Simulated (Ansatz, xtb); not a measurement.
**Relative energy of two isomers of H8OSSi3**

We compare a, `O[Si]([SiH3])([SiH3])S`, a singlet, with b, `O[Si@@H](S)[SiH2][SiH3]`, a singlet. Both are isolated molecules in the gas phase, relaxed with PBE0-D3(BJ)/def2-SVP; the shapes shown needn't be the lowest conformers.

a (Å):

```xyz
13

O    -0.7064   -1.0457   -1.2586
S    -2.0798    1.7390   -2.0722
Si   -0.3344    0.5101   -1.7518
Si    0.9290    1.4503   -0.0247
Si    0.7406    0.5487   -3.8418
H    -1.2739   -1.5490   -1.8528
H     2.1065    0.6001    0.3282
H     1.4110    2.7939   -0.4685
H     0.0631    1.6213    1.1836
H    -0.1672    0.0030   -4.8995
H     1.9729   -0.2971   -3.7894
H     1.1230    1.9483   -4.2005
H    -2.4345    1.8070   -0.7687
```

b (Å):

```xyz
13

O     0.1715   -0.0872   -2.9892
S     0.5171    2.4101   -1.0272
Si    1.2882    0.6473   -1.9881
Si    1.7306   -1.0004   -0.3948
Si   -0.3787   -1.8074    0.2376
H    -0.2221    0.4646   -3.6740
H     2.4604    1.1808   -2.7459
H    -0.4005    1.7443   -0.2901
H     2.5637   -2.1125   -0.9510
H     2.4402   -0.3949    0.7741
H    -0.3004   -2.6740    1.4534
H    -0.9810   -2.5844   -0.8855
H    -1.2673   -0.6425    0.5479
```

Quicker runs give these differences E(b) − E(a): GFN2-xTB −6.0 kJ/mol; HF/STO-3G −8.3 kJ/mol (at GFN2-xTB geometries); r2SCAN-D4/def2-SVP −10.9 kJ/mol (at GFN2-xTB geometries).

Task: Estimate E(b) − E(a) at the level CCSD(T)/def2-SVP + ΔMP2/def2-TZVPP.

Result: Calculated at CCSD(T)/def2-SVP + ΔMP2/def2-TZVPP: E(b) − E(a) = −9.9 kJ/mol, so structure b lies lower.

How the difference moves with the method:

```json
{"level": "GFN2-xTB", "geometry": "GFN2-xTB", "E(b) − E(a) (kJ/mol)": "−6.0", "departure from the last row (kJ/mol)": "+3.9", "job, with rough time for the two": "optimisation, 0.94 s"}
{"level": "HF/STO-3G", "geometry": "GFN2-xTB", "E(b) − E(a) (kJ/mol)": "−8.3", "departure from the last row (kJ/mol)": "+1.6", "job, with rough time for the two": "single point, 1.7 s"}
{"level": "r2SCAN-D4/def2-SVP", "geometry": "GFN2-xTB", "E(b) − E(a) (kJ/mol)": "−10.9", "departure from the last row (kJ/mol)": "−1.0", "job, with rough time for the two": "single point, 12 s"}
{"level": "PBE0-D3(BJ)/def2-SVP", "geometry": "PBE0-D3(BJ)/def2-SVP", "E(b) − E(a) (kJ/mol)": "−10.6", "departure from the last row (kJ/mol)": "−0.7", "job, with rough time for the two": "optimisation, 4 min"}
{"level": "HF/def2-SVP", "geometry": "PBE0-D3(BJ)/def2-SVP", "E(b) − E(a) (kJ/mol)": "−12.2", "departure from the last row (kJ/mol)": "−2.3", "job, with rough time for the two": "part of the CCSD(T) run"}
{"level": "MP2/def2-SVP", "geometry": "PBE0-D3(BJ)/def2-SVP", "E(b) − E(a) (kJ/mol)": "−12.8", "departure from the last row (kJ/mol)": "−2.9", "job, with rough time for the two": "part of the CCSD(T) run"}
{"level": "CCSD(T)/def2-SVP", "geometry": "PBE0-D3(BJ)/def2-SVP", "E(b) − E(a) (kJ/mol)": "−12.3", "departure from the last row (kJ/mol)": "−2.4", "job, with rough time for the two": "single point"}
{"level": "CCSD(T)/def2-SVP + ΔMP2/def2-TZVPP", "geometry": "PBE0-D3(BJ)/def2-SVP", "E(b) − E(a) (kJ/mol)": "−9.9", "departure from the last row (kJ/mol)": "", "job, with rough time for the two": "single point, 2 min"}
```

As drawn, both hold the same kinds of bond in the same numbers.

The levels shown agree on the order. The largest departure from CCSD(T)/def2-SVP + ΔMP2/def2-TZVPP is that of GFN2-xTB, 3.9 kJ/mol. The last row adds to CCSD(T) the change of the MP2 difference between the two basis sets, here +2.4 kJ/mol.

With thermal terms from frequencies at re-optimised GFN2-xTB minima (ideal gas, soft modes damped towards free rotors, one conformer each, 298.15 K, 1 atm): on the last row, ΔE + ΔZPE = −7.7, ΔH = −9.2, ΔG = −6.3 kJ/mol.

The correlated steps freeze 21 core orbitals. Mirror images aren't counted in ΔG. Codes used: Ansatz 0.2.0, xtb 6.7.1; the last row on 2 threads of AMD EPYC (Zen 3) on a shared host.
